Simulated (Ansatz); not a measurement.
Species: germanium monotelluride, GeTe (charge 0, singlet). 
Structure (B3LYP-D3(BJ)/def2-TZVP (Ansatz, a program for electronic structure) minimum search):
```
Ge
Te 1 2.3585
```
Charge 0, spin multiplicity 1.

Basis-set convergence of Hartree-Fock and CCSD correlation energies (hartree) with Ansatz. Valence correlation only, unless marked. No spin-orbit coupling. Frozen are the shells of the preceding noble gas and the d and f shells that filled before the atom's block. Past Kr the def2 sets carry scalar-relativistic core potentials.

The Hartree-Fock reference is unstable (checked in the largest basis), which strains HF and MP2. The T1 diagnostic of CCSD in the largest basis is 0.030, which is high, so the coupled-cluster rows are less sure than usual.

```csv
basis,functions,E(HF),"E(corr, CCSD)"
def2-SVP,58,-2342.13107,-0.18816
def2-TZVPP,98,-2342.40408,-0.23203
def2-QZVPP,171,-2342.44700,-0.24907
```

Extrapolating the two largest sets (X = 3 and 4) as X^-3: E(corr) = (64·(-0.24907) - 27·(-0.23203))/37 = -0.2615 Eh, an estimate of the basis-set limit. The largest set recovers 95.2 % of it, the smallest 72.0 %.
